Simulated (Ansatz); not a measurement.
A nudged elastic band was laid between two geometries of BH5O2Si + BrH (11 atoms, charge 0, multiplicity 1).

These are results of Ansatz 0.2.0, RKS B3LYP-D4/def2-SVP, not measurements.

- movable images: 5
- climbing image: yes
- spring: 5.0 eV/Å²
- optimiser: quadratic models (default)
- start path: through a guess of the saddle point
- force threshold: 0.05 eV/Å
- iteration limit: 60
- end points: relaxed

Initial state:

```xyz
11
Properties=species:S:1:pos:R:3
B -0.570 0.560 -0.828
Si 1.247 -0.259 -0.362
O -0.653 1.187 -2.031
O -1.682 0.502 -0.049
H 0.452 -0.856 2.423
Br -0.860 -1.219 2.880
H 2.358 0.275 -1.202
H 1.612 0.008 1.074
H 1.226 -1.749 -0.499
H -1.548 1.523 -2.197
H -1.583 0.028 0.791
```

Final state:

```xyz
11
Properties=species:S:1:pos:R:3
B -1.723 0.126 -0.003
Si 2.082 -0.427 0.058
O -0.945 -0.228 -1.047
O -2.134 1.405 0.165
H 1.163 -0.476 1.228
Br -2.238 -1.270 1.255
H 1.851 0.832 -0.710
H 3.493 -0.424 0.547
H 1.869 -1.608 -0.823
H -0.737 0.524 -1.620
H -2.681 1.546 0.948
```

Question: What changes between the two ends?

Answer: Bonds broken: B1–Si2, H5–Br6. Bonds formed: B1–Br6, Si2–H5. BH5O2Si + BrH becomes BBrH2O2 + H4Si.

Question: What energy profile does the band end with?

Answer: It converged. The highest image is number 3 of 0 to 6, 1.10 eV above the first end and 2.04 eV above the last; the last end lies 0.94 eV below the first. Neighbouring images differ by up to 1.8 eV, so the band resolves the path poorly. A vibrational analysis at the climbing image gives one clearly imaginary mode, 652i cm⁻¹: a first-order saddle point. The orbitals stay closed-shell, which can raise the energy where a bond breaks towards radicals; this wasn't checked here.

| image | path coordinate (Å) | energy (eV) | B1–Si2 (Å) | H5–Br6 (Å) | B1–Br6 (Å) |
| --- | --- | --- | --- | --- | --- |
| 0 | 0.00 | 0.00 | 2.05 | 1.44 | 4.12 |
| 1 | 1.71 | 0.05 | 2.05 | 1.43 | 3.98 |
| 2 | 3.41 | 0.15 | 2.04 | 1.43 | 3.60 |
| 3 | 5.12 | 1.10 | 2.25 | 1.86 | 2.64 |
| 4 | 6.69 | -0.69 | 3.27 | 2.61 | 1.97 |
| 5 | 8.25 | -0.92 | 3.64 | 3.31 | 1.95 |
| 6 | 9.82 | -0.94 | 3.85 | 3.49 | 1.95 |

Question: What is the geometry of the highest image?

Answer: 
```xyz
11
Properties=species:S:1:pos:R:3
B -0.689 0.271 -0.208
Si 1.482 -0.299 -0.074
O -1.046 -0.053 -1.471
O -1.028 1.436 0.403
H -0.145 -0.752 0.530
Br -1.491 -1.505 1.568
H 1.902 0.784 -1.005
H 2.044 -0.089 1.284
H 1.791 -1.644 -0.616
H -1.811 0.452 -1.781
H -1.010 1.400 1.369
```

The band took 17 iterations and of the order of 19 core-minutes.

Time of the run: 5.1 min on 4 threads of Arm Neoverse N1, on a shared host, peak memory 0.36 GiB.
